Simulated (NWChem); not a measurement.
System meant: SiHOICl2; SMILES O[Si](Cl)(Cl)I

Input file for NWChem:

```
start job
memory heap 200 mb stack 900 mb global 1100 mb
geometry units angstroms noautoz
  O     -1.989697     0.921462     0.000000
  Si    -0.335470     0.817912     0.000000
  Cl     0.465313     1.747317     1.664483
  Cl     0.465313     1.747317    -1.664483
  I      0.196009    -1.553673     0.000000
  H     -2.348774     1.828741     0.000000
end
basis spherical
  O library def2-svp
  Si library def2-svp
  Cl library def2-svp
  I library def2-svp
  H library def2-svp
end
dft
  xc pbe0
  iterations 150
  mulliken
end
task dft energy
```

End of the output:

```
             Grid Information
             ----------------
          Grid used for XC integration:  medium
          Radial quadrature: Mura-Knowles
          Angular quadrature: Lebedev.
          Tag              B.-S. Rad. Rad. Pts. Rad. Cut. Ang. Pts.
          ---              ---------- --------- --------- ---------
          O                   0.60       49          10.0       434
          Si                  1.10       88           9.0       590
          Cl                  1.00       88          10.0       590
          I                   1.40      123          11.0       590
          H                   0.35       45          11.0       434
          Grid pruning is: on
          Number of quadrature shells:   393
          Spatial weights used:  Erf1

          Convergence Information
          -----------------------
          Convergence aids based upon iterative change in
          total energy or number of iterations.
          Levelshifting, if invoked, occurs when the
          HOMO/LUMO gap drops below (HL_TOL):  1.00D-02
          DIIS, if invoked, will attempt to extrapolate
          using up to (NFOCK): 10 stored Fock matrices.

                    Damping( 0%)  Levelshifting(0.5)       DIIS
                  --------------- ------------------- ---------------
          dE  on:    start            ASAP                start
          dE off:    2 iters        150 iters           150 iters

      Screening Tolerance Information
      -------------------------------
          Density screening/tol_rho:  1.00D-10
          AO Gaussian exp screening on grid/accAOfunc:  14
          CD Gaussian exp screening on grid/accCDfunc:  20
          XC Gaussian exp screening on grid/accXCfunc:  20
          Schwarz screening/accCoul:  1.00D-08

      Superposition of Atomic Density Guess
      -------------------------------------

      charge =      53.0 I (Iodine)

      symmetry species            s     p     d     f
      number of basis functions =10     7     6
      number of cont. functions = 4     4     2
      number of closed shells   = 5     3     2
      number of open shells     = 0     1     0
      open shell occupation     = 0     5     0
 ------------------------------------------------------------------------
 atomscf:atomd: error in atom scf                   0
 ------------------------------------------------------------------------
 ------------------------------------------------------------------------
  current input line :
    23: task dft energy
 ------------------------------------------------------------------------
 ------------------------------------------------------------------------
 This error has not yet been assigned to a category
 ------------------------------------------------------------------------
 For more information see the NWChem manual at https://nwchemgit.github.io

0:atomscf:atomd: error in atom scf:Received an Error in Communication
```

Question: What is wrong, and how is it mended?

Answer: The run crashed. Cause: the def2 basis of a heavy element holds valence functions alone and wants its effective core potential (without it all electrons must fit into that basis). This input runs:
```
start job
memory heap 200 mb stack 900 mb global 1100 mb
geometry units angstroms noautoz
  O     -1.989697     0.921462     0.000000
  Si    -0.335470     0.817912     0.000000
  Cl     0.465313     1.747317     1.664483
  Cl     0.465313     1.747317    -1.664483
  I      0.196009    -1.553673     0.000000
  H     -2.348774     1.828741     0.000000
end
basis spherical
  * library def2-svp
end
ecp
  I library def2-ecp
end
dft
  xc pbe0
  iterations 150
  mulliken
end
task dft energy
```
It converges to -1582.67958 Ha (PBE0/def2-SVP with def2 effective core potentials on I).
